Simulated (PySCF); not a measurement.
**Excitation energy of Ca⁺ by level of theory**

Ca⁺ [Ar] 4s1 (2S) → Ca⁺ [Ar] 4p1 (2P), as a difference of total energies. All numbers are calculated (PySCF 2.14, scalar relativity by spin-free X2C-1e, in aug-cc-pwCVTZ-X2C with one added diffuse shell each of s, p, d, f type (10s9p7d4f, 100 functions)). Correlated levels: valence and next inner shell: [Ne] frozen. The calculations carry no spin-orbit coupling.

```
                                method  excitation energy (cm⁻¹)  error (cm⁻¹)
                                   UHF                     23635         -1706
    MP2 (valence and next inner shell)                     25387           +47
SCS-MP2 (valence and next inner shell)                     25005          -335
   CCSD (valence and next inner shell)                     25185          -155
CCSD(T) (valence and next inner shell)                     25305           -35
```

Reference: 25340 cm⁻¹ (measured; NIST levels, between the centres of gravity of the two terms).

Errors of the correlated levels include the incompleteness of this basis and the frozen core.
